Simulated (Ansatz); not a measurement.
Consider the atomization: `CC(C)(C)N([SiH3])[SiH3]` → 4 C• + 15 H• + N• + 2 Si•.

Isolated molecules relaxed with PBE0-D4/def2-TZVP in Ansatz; ΔE leaves out vibrations. CCSD(T)/CBS adds triple-zeta CCSD(T) − MP2 to the extrapolated MP2 energy (def2 sets, frozen cores). This one scheme is used for every species, atoms too. Functionals use def2-TZVPP. HSE06 is defined as in plane-wave codes. No spin–orbit coupling; open shells (•) take unrestricted orbitals. Spin–orbit coupling would lower the free atoms: a little for C, Si.

`CC(C)(C)N([SiH3])[SiH3]`:

```xyz
22

C     1.572    0.421    0.800
C     0.146    0.577    0.279
C    -0.791    0.907    1.436
C     0.088    1.728   -0.720
N    -0.279   -0.693   -0.377
Si   -0.963   -1.961    0.588
Si    0.103   -0.957   -2.048
H     2.259    0.195   -0.018
H     1.630   -0.392    1.527
H     1.912    1.339    1.288
H    -0.488    1.848    1.902
H    -0.764    0.140    2.215
H    -1.821    1.011    1.089
H     0.774    1.575   -1.559
H     0.382    2.659   -0.231
H    -0.922    1.851   -1.118
H    -2.338   -1.653    1.067
H    -1.023   -3.184   -0.247
H    -0.136   -2.243    1.796
H    -0.700   -0.109   -2.971
H    -0.179   -2.379   -2.358
H     1.538   -0.676   -2.339
```

(1) What is ΔE at CCSD(T)/CBS? (Estimate.)

(2) What do these levels give: PBE-D4, B97M-V, HSE06-D4, BHLYP-D4, MP2/def2-SVP, CCSD(T)/def2-SVP? (An estimate is asked.)

Largest T1 diagnostic among the species: 0.012.

Answers

(1) Computed: +8015.0 kJ/mol.

(2) The calculation gave: PBE-D4 8066.0, B97M-V 8020.1, HSE06-D4 8005.6, BHLYP-D4 7876.4, MP2/def2-SVP 7626.7, CCSD(T)/def2-SVP 7621.7 kJ/mol.

Leaving LDA and LC-ωPBE aside and taking each functional with its dispersion term where it has one, the values spread over 189.6 kJ/mol, from BHLYP-D4 to PBE-D4. LDA lies +995.2 kJ/mol from PBE without D4, its usual overbinding. At CCSD(T), def2-SVP lies −393.3 kJ/mol from the extrapolated value and def2-TZVPP −185.4 kJ/mol: correlation converges slowly with the basis, and small sets miss more of it in the bonded molecule than in its fragments. From r2SCAN to r2SCAN0 (25 % exact exchange), in def2-TZVPP and without D4, ΔE moves by −61.7 kJ/mol: exact exchange takes away binding that semilocal exchange gives to molecules.

For atomizations the MP2-based limit and the directly extrapolated one differ by several kJ/mol either way, and by 10 to 25 for some Ge, Se and Sn compounds, so smaller differences from it don't rank the levels.
